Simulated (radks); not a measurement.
The numbers below are computed, except where a source is named.
Removal energies from the praseodymium ion Pr3+, [Xe] 4f2, by Delta-SCF beside the eigenvalue of the level emptied. Level of theory: scalar-relativistic Kohn-Sham, PBE, spin-polarised, spherical densities, finite nucleus; Fermi nuclear charge, rms radius of each element as measured or else 0.836 A^(1/3) + 0.57 fm (a radial shooting solver on a logarithmic mesh with Libxc functionals). Open shells are filled with parallel spins first.

| removed from | final configuration | Delta-SCF (eV) | -eigenvalue (eV) |
|---|---|---|---|
| 4f | [Xe] 4f1 | 39.528 | 30.417 |
| 5p | [Kr] 4d10 4f2 5s2 5p5 | 52.634 | 46.614 |
| 5s | [Kr] 4d10 4f2 5s1 5p6 | 71.708 | 65.052 |
| 4d | [Kr] 4d9 4f2 5s2 5p6 | 150.33 | 139.72 |
